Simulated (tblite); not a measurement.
A geometry optimisation, step by step.

Compound: C8H15P.
SMILES with atom numbers: `[CH2:1]=[CH:2][C@@H:3]1[CH2:4][P:5]1[CH2:6][CH:7]([CH3:8])[CH3:9]` (hydrogens: H10, H11 on C1; H12 on C2; H13 on C3; H14, H15 on C4; H16, H17 on C6; H18 on C7; H19, H20, H21 on C8; H22, H23, H24 on C9)

Computed with GFN2-xTB (tblite), gas phase: L-BFGS steps from a force-field or distance-geometry start until the largest atomic force falls under 0.01 eV/Å. 6 of its 175 geometries are shown.

Step 0: E = -739.8903 eV, largest atomic force 3.828 eV/Å
```
atom  x, y, z in Å  |  force x, y, z in eV/Å
C1      4.311    0.157   -0.243    0.041  -0.244  -0.757
C2      3.175   -0.356   -0.700    0.033   0.224   1.246
C3      1.964   -0.309    0.137   -0.583   0.847   0.046
C4      1.136   -1.545    0.377    0.575  -1.338   2.001
P5      0.397   -0.493   -0.860    1.345  -1.246  -3.360
C6     -0.883    0.747   -0.704   -0.039   2.921   1.033
C7     -2.161    0.427   -0.037   -1.623   0.207   0.191
C8     -2.887   -0.709   -0.754   -0.927  -0.181  -0.160
C9     -2.073    0.194    1.448   -1.081   0.304   1.548
H10     5.171    0.093   -0.880    0.376   0.155   0.070
H11     4.427    0.645    0.708   -0.122  -0.035  -0.015
H12     3.101   -0.846   -1.661   -0.015   0.019   0.137
H13     1.975    0.371    1.008    0.162  -0.123  -0.583
H14     0.772   -1.674    1.417    0.164   0.058  -0.605
H15     1.653   -2.465    0.018   -0.891   0.512   0.042
H16    -1.164    1.106   -1.723    0.664  -0.599   0.222
H17    -0.463    1.673   -0.214   -0.071  -0.546  -0.199
H18    -2.829    1.302   -0.158    0.281   0.051   0.121
H19    -2.254   -1.164   -1.531   -0.401   0.038   0.416
H20    -3.823   -0.295   -1.208    0.830  -0.575   0.085
H21    -3.211   -1.438    0.000    0.221  -0.116  -0.569
H22    -1.972    1.171    1.997    0.205  -0.937  -0.470
H23    -1.312   -0.508    1.795    0.018   0.235  -0.359
H24    -3.063   -0.227    1.775    0.837   0.370  -0.081
```

Step 35: E = -741.0544 eV, largest atomic force 0.182 eV/Å
```
atom  x, y, z in Å  |  force x, y, z in eV/Å
C1      4.255    0.161   -0.241    0.027   0.044  -0.030
C2      3.187   -0.484   -0.682    0.023  -0.005   0.021
C3      1.843   -0.207   -0.169    0.011  -0.056   0.047
C4      0.967   -1.361    0.268    0.081   0.011   0.017
P5      0.351   -0.522   -1.240   -0.164   0.050  -0.061
C6     -0.790    0.801   -0.554   -0.007  -0.023  -0.009
C7     -2.164    0.400    0.011    0.035  -0.014  -0.011
C8     -2.803   -0.784   -0.731    0.025   0.017  -0.001
C9     -2.080    0.126    1.513    0.008  -0.001  -0.038
H10     5.248   -0.040   -0.600    0.017  -0.035  -0.041
H11     4.165    0.929    0.511    0.034   0.010  -0.015
H12     3.265   -1.260   -1.433    0.014   0.000   0.055
H13     1.796    0.677    0.460    0.008   0.008   0.014
H14     0.449   -1.264    1.208   -0.028   0.026   0.045
H15     1.371   -2.350    0.107    0.040  -0.097  -0.008
H16    -0.946    1.456   -1.417   -0.016   0.053  -0.014
H17    -0.251    1.378    0.200    0.005   0.062  -0.012
H18    -2.809    1.279   -0.123   -0.005  -0.046   0.077
H19    -2.100   -1.230   -1.433    0.023   0.002   0.004
H20    -3.679   -0.467   -1.289   -0.008  -0.032  -0.012
H21    -3.104   -1.558   -0.028   -0.030   0.007  -0.028
H22    -1.657    0.982    2.034   -0.026   0.016   0.029
H23    -1.458   -0.740    1.719   -0.042  -0.035  -0.030
H24    -3.070   -0.069    1.918   -0.026   0.035   0.001
```

Step 70: E = -741.1452 eV, largest atomic force 0.485 eV/Å
```
atom  x, y, z in Å  |  force x, y, z in eV/Å
C1      4.253    0.212   -0.581   -0.225  -0.055   0.022
C2      3.181   -0.570   -0.529    0.139   0.173  -0.250
C3      1.883   -0.160    0.010    0.154  -0.146   0.248
C4      0.941   -1.245    0.475    0.036   0.153  -0.137
P5      0.403   -0.431   -1.084   -0.374  -0.044  -0.240
C6     -0.792    0.893   -0.454    0.071  -0.294   0.038
C7     -2.169    0.389    0.022    0.013  -0.009   0.089
C8     -2.732   -0.722   -0.860   -0.119  -0.076  -0.187
C9     -2.119   -0.094    1.478    0.071  -0.073   0.056
H10     5.175   -0.114   -1.034   -0.045   0.052   0.108
H11     4.221    1.214   -0.177    0.105  -0.099  -0.046
H12     3.207   -1.564   -0.966    0.020   0.079   0.086
H13     1.885    0.762    0.577    0.064   0.127   0.050
H14     0.344   -1.063    1.348    0.058   0.047   0.240
H15     1.314   -2.256    0.403   -0.027  -0.106  -0.054
H16    -0.893    1.576   -1.306   -0.169  -0.076   0.026
H17    -0.338    1.460    0.357    0.172   0.080   0.062
H18    -2.857    1.239   -0.014   -0.003   0.113  -0.008
H19    -1.931   -1.432   -1.104   -0.283   0.076   0.069
H20    -3.137   -0.322   -1.804    0.167  -0.195   0.412
H21    -3.524   -1.252   -0.311    0.205   0.175  -0.365
H22    -1.489    0.547    2.089    0.063   0.058  -0.002
H23    -1.738   -1.111    1.529    0.026  -0.002  -0.022
H24    -3.101   -0.102    1.946   -0.121   0.042  -0.195
```

Step 104: E = -741.3080 eV, largest atomic force 0.094 eV/Å
```
atom  x, y, z in Å  |  force x, y, z in eV/Å
C1      4.261    0.256   -0.737   -0.003  -0.014   0.048
C2      3.214   -0.550   -0.633   -0.012   0.027   0.011
C3      1.931   -0.151   -0.053   -0.072   0.005  -0.034
C4      1.099   -1.169    0.689   -0.011  -0.003   0.003
P5      0.334   -0.666   -0.907    0.008   0.013   0.038
C6     -0.761    0.753   -0.349    0.030  -0.050   0.024
C7     -2.189    0.372    0.067    0.028  -0.003   0.025
C8     -2.832   -0.582   -0.934    0.055   0.033  -0.069
C9     -2.237   -0.241    1.464    0.000  -0.001   0.033
H10     5.203   -0.070   -1.142   -0.042  -0.029  -0.049
H11     4.224    1.277   -0.395   -0.026   0.005   0.000
H12     3.271   -1.573   -0.981    0.014  -0.023  -0.004
H13     1.926    0.858    0.347    0.014   0.016   0.003
H14     0.629   -0.869    1.614    0.041   0.049   0.009
H15     1.498   -2.176    0.722    0.000  -0.011  -0.008
H16    -0.818    1.436   -1.205    0.016  -0.060   0.017
H17    -0.268    1.287    0.468   -0.032   0.026   0.019
H18    -2.769    1.305    0.080   -0.011  -0.028   0.031
H19    -2.347   -1.558   -0.888   -0.039   0.083  -0.005
H20    -2.721   -0.192   -1.943   -0.040  -0.022  -0.036
H21    -3.893   -0.704   -0.720    0.061  -0.025  -0.005
H22    -1.730    0.391    2.192    0.004   0.014  -0.020
H23    -1.767   -1.222    1.463    0.015   0.013  -0.009
H24    -3.269   -0.360    1.787   -0.001  -0.017  -0.022
```

Step 139: E = -741.3687 eV, largest atomic force 0.046 eV/Å
```
atom  x, y, z in Å  |  force x, y, z in eV/Å
C1      4.146    0.136   -1.123   -0.029  -0.015   0.027
C2      3.176   -0.621   -0.630    0.020   0.041   0.007
C3      1.988   -0.092    0.040   -0.024   0.001   0.016
C4      1.299   -0.900    1.114    0.007   0.003  -0.011
P5      0.327   -0.813   -0.445    0.017  -0.015  -0.009
C6     -0.737    0.691   -0.107    0.004  -0.012   0.006
C7     -2.214    0.342    0.096   -0.007  -0.008  -0.010
C8     -2.774   -0.377   -1.126    0.008  -0.004  -0.012
C9     -2.402   -0.508    1.349   -0.004   0.028  -0.006
H10     5.000   -0.286   -1.623    0.006  -0.003   0.003
H11     4.122    1.211   -1.038   -0.006  -0.025  -0.014
H12     3.220   -1.699   -0.727   -0.004   0.003   0.012
H13     2.004    0.986    0.184   -0.013  -0.011  -0.017
H14     0.935   -0.367    1.983    0.004  -0.011   0.000
H15     1.734   -1.863    1.353    0.010   0.017  -0.017
H16    -0.638    1.349   -0.977   -0.010  -0.003  -0.001
H17    -0.356    1.223    0.768    0.013   0.019   0.012
H18    -2.763    1.283    0.228   -0.004   0.001   0.013
H19    -2.242   -1.316   -1.276   -0.010   0.006  -0.019
H20    -2.655    0.234   -2.019    0.004  -0.019   0.013
H21    -3.831   -0.597   -0.996    0.007   0.016   0.009
H22    -2.057    0.027    2.231    0.011  -0.024   0.001
H23    -1.840   -1.438    1.260   -0.009   0.028  -0.011
H24    -3.454   -0.751    1.487    0.011  -0.015   0.008
```

Step 174: E = -741.3721 eV, largest atomic force 0.010 eV/Å
```
atom  x, y, z in Å  |  force x, y, z in eV/Å
C1      4.125    0.115   -1.162   -0.002   0.001  -0.002
C2      3.179   -0.622   -0.598   -0.002  -0.001   0.002
C3      1.987   -0.075    0.049    0.002   0.004   0.003
C4      1.313   -0.859    1.148   -0.002  -0.004   0.003
P5      0.329   -0.825   -0.405   -0.007   0.001  -0.006
C6     -0.736    0.685   -0.089   -0.003   0.005  -0.002
C7     -2.214    0.335    0.104    0.003   0.002  -0.003
C8     -2.775   -0.344   -1.141    0.002  -0.004  -0.007
C9     -2.400   -0.555    1.328    0.001   0.005   0.004
H10     4.983   -0.326   -1.638    0.002  -0.001   0.005
H11     4.073    1.191   -1.169    0.001   0.004  -0.002
H12     3.251   -1.703   -0.607    0.002  -0.002  -0.004
H13     1.988    1.006    0.148   -0.001   0.000  -0.001
H14     0.950   -0.312    2.009   -0.003  -0.001   0.004
H15     1.764   -1.810    1.404    0.004   0.001   0.003
H16    -0.634    1.338   -0.962    0.006  -0.006  -0.001
H17    -0.362    1.224    0.785    0.001  -0.002  -0.008
H18    -2.762    1.273    0.266    0.005  -0.001   0.001
H19    -2.261   -1.288   -1.314    0.004   0.003   0.002
H20    -2.638    0.287   -2.017   -0.004   0.004   0.000
H21    -3.837   -0.545   -1.024   -0.008   0.000   0.006
H22    -2.029   -0.060    2.223   -0.001  -0.005   0.008
H23    -1.853   -1.487    1.195   -0.001   0.001  -0.002
H24    -3.452   -0.789    1.476    0.002  -0.003  -0.003
```

Question: Summarise the path.

Answer: The energy falls by 34.17 kcal/mol from step 0 to step 174; nine tenths of that is first reached at step 78. It falls at every step. The largest force goes from 3.828 to 0.010 eV/Å. Among the bonds P5–C6 changes most, from 1.789 to 1.874 Å; the atoms move by 1.059 Å rms after alignment.

Question: Follow the three bonds and two angles with the largest change from start to end.

Answer: 
```tsv
step	E above end (kcal/mol)	largest force (eV/Å)	P5–C6 (Å)	C6–C7 (Å)	C4–P5 (Å)	C4–P5–C6 (°)	C3–P5–C6 (°)
0	34.17	3.828	1.789	1.477	1.785	130.1	119.1
8	14.96	0.410	1.878	1.540	1.839	118.4	108.8
15	11.37	0.364	1.885	1.538	1.853	111.8	103.4
23	8.50	0.296	1.877	1.535	1.856	105.5	99.5
30	7.62	0.183	1.870	1.536	1.842	104.1	98.8
38	7.19	0.125	1.874	1.537	1.842	103.3	99.6
45	6.94	0.105	1.886	1.542	1.836	104.1	100.7
53	6.61	0.142	1.882	1.541	1.832	103.4	100.9
61	6.18	0.158	1.878	1.541	1.835	101.9	100.8
68	5.49	0.209	1.885	1.543	1.843	102.0	101.5
76	3.56	0.180	1.873	1.535	1.840	103.2	101.4
83	2.80	0.165	1.872	1.535	1.843	103.6	100.7
91	2.02	0.136	1.870	1.531	1.839	102.1	99.1
98	1.81	0.075	1.873	1.533	1.839	101.6	98.9
106	1.40	0.091	1.875	1.535	1.839	101.1	98.7
113	1.21	0.082	1.874	1.533	1.838	101.1	98.4
121	0.83	0.143	1.875	1.531	1.843	101.7	98.1
129	0.24	0.161	1.874	1.531	1.841	100.6	98.2
136	0.10	0.037	1.874	1.531	1.838	100.6	98.4
144	0.05	0.030	1.875	1.531	1.839	100.3	98.1
151	0.03	0.016	1.874	1.530	1.839	100.2	97.8
159	0.01	0.022	1.874	1.530	1.839	100.4	98.0
166	0.01	0.011	1.874	1.531	1.839	100.2	98.0
174	0.00	0.010	1.874	1.531	1.839	100.2	98.1
```

What follows is the cost of the whole relaxation. Hardware: Arm Neoverse V1, one thread (shared host). Cost: 1.7 s wall.
